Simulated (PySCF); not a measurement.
trichloroethylene (C2HCl3), SMILES ClC=C(Cl)Cl.

Geometry optimised at PBE0-D3(BJ)/def2-SVP.

Calculation: PBE0-D3(BJ)/def2-SVP (PySCF).

Frequencies are harmonic and unscaled.

```csv
mode,ν (cm⁻¹),IR (km/mol),moving atoms (share of kinetic energy)
1,170,0.9,Cl 92 %
2,208,0.3,"C 63 %, Cl 28 %, H 9 %"
3,280,0.3,"Cl 88 %, C 11 %"
4,395,0.1,"Cl 90 %, C 10 %"
5,475,3.7,"C 83 %, H 12 %"
6,651,15.6,"C 58 %, Cl 38 %"
7,801,26.6,"H 75 %, C 25 %"
8,878,108.8,"C 70 %, Cl 25 %"
9,962,103.8,"C 79 %, H 11 %, Cl 10 %"
10,1247,9.6,"H 81 %, C 18 %"
11,1683,15.2,C 97 %
12,3252,13.8,"H 91 %, C 9 %"
```
